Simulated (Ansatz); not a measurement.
Reaction R1 → 2 P1, each structure at its B3LYP-D3(BJ)/def2-TZVP stationary point, reached from a drawn start (curvature not checked).
P1: S atom, charge 0, multiplicity 3.
R1, S2 (SMILES S=S) (charge 0, multiplicity 3):
```xyz
2

S      0.00000     0.00000    -0.95179
S      0.00000     0.00000     0.95179
```

P less R. No zero-point or thermal terms; open shells are unrestricted; no spin–orbit coupling.

Cores are frozen in the correlated methods.

Codes used: Ansatz (Gaussian basis) for Hartree–Fock, density functionals and correlated methods. No computed number here is a measurement.

Total energies in hartree:

```json
[
 {"structure": "P1", "PBE/def2-TZVPP": "-397.938368", "r2SCAN/def2-TZVPP": "-398.083708", "CCSD(T)/cc-pV(Q+d)Z": "-397.667852"},
 {"structure": "R1", "PBE/def2-TZVPP": "-796.060274", "r2SCAN/def2-TZVPP": "-796.344127", "CCSD(T)/cc-pV(Q+d)Z": "-795.494716"}
]
```

### Question
Work out the reaction energy at each level in eV (1 hartree = 27.21139 eV), and say how far PBE/def2-TZVPP lies from CCSD(T)/cc-pV(Q+d)Z.

### Answer
- PBE/def2-TZVPP: 2 × (-397.938368) − (-796.060274) = 0.183538 hartree = 4.994 eV
- r2SCAN/def2-TZVPP: 2 × (-398.083708) − (-796.344127) = 0.176711 hartree = 4.809 eV
- CCSD(T)/cc-pV(Q+d)Z: 2 × (-397.667852) − (-795.494716) = 0.159012 hartree = 4.327 eV
PBE/def2-TZVPP less CCSD(T)/cc-pV(Q+d)Z: 0.667 eV. CCSD(T)/cc-pV(Q+d)Z is the level counted from, the highest shown, and no exact or measured value.

Ansatz is an electronic-structure program.
